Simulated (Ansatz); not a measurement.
`C=C[SiH](F)[GeH3]` + HCl → `F[SiH](Cl)[GeH3]` + `C=C` at 500 K and 1 bar (ligand exchange at the Si–C bond).

Program: Ansatz. Geometries: PBE0-D4/def2-TZVP. ΔE: electronic, gas phase. CCSD(T)/CBS adds triple-zeta CCSD(T) − MP2 to the extrapolated MP2 energy (def2 sets, frozen cores). This one scheme is used for every species. For Ge outer-core shells are correlated without core-valence functions, which leaves a few kJ/mol of doubt a bond. Scalar relativity is left out up to krypton. One conformer a species, not always the lowest.

| species | CCSD(T)/CBS energy (Eh) | H − E (kJ/mol) | S (J/(mol·K)) |
| --- | --- | --- | --- |
| `C=C[SiH](F)[GeH3]` | -2545.34095 | 259.0 | 461.3 |
| HCl | -460.38127 | 32.5 | 201.9 |
| `F[SiH](Cl)[GeH3]` | -2927.27769 | 141.1 | 416.8 |
| `C=C` | -78.48111 | 155.1 | 245.3 |

H − E and S are ideal-gas, rigid-rotor, harmonic terms from PBE0-D4/def2-TZVP, for one conformer and one mirror image of each species. 1 Eh = 2625.50 kJ/mol, R = 8.31446 J/(mol·K).

Task: By hand: ΔE, ΔH, ΔS and ΔG.

Result: ΔE = (-2927.27769) + (-78.48111) − (-2545.34095) − (-460.38127) = -0.03658 Eh = -96.0 kJ/mol. Δ(H − E) = 141.1 + 155.1 − 259.0 − 32.5 = 4.7, so ΔH = -91.3 kJ/mol. ΔS = 416.8 + 245.3 − 461.3 − 201.9 = -1.1 J/(mol·K). ΔG = -91.3 − 500 × (-1.1)/1000 = -90.8 kJ/mol.

Task: By hand: the equilibrium constant, and the temperature at which ΔG would vanish if ΔH and ΔS stayed fixed.

Result: log₁₀ K = −ΔG/(RT ln 10) = 9.5. ΔG = 0 at ΔH/ΔS = 83000 K, far beyond where these terms or the molecules hold.

The number of gas molecules stays the same, so ΔS is small and ΔH decides. A doubt of 5 kJ/mol in ΔE shifts log₁₀ K by 0.5 here. Other conformers and mirror images would add mixing entropy, several J/(mol·K) or more a flexible species. These are equilibria of isolated gas molecules and say nothing of rates. Largest T1 diagnostic: 0.012 (customary marks: 0.02 for closed shells, 0.045 for open ones).
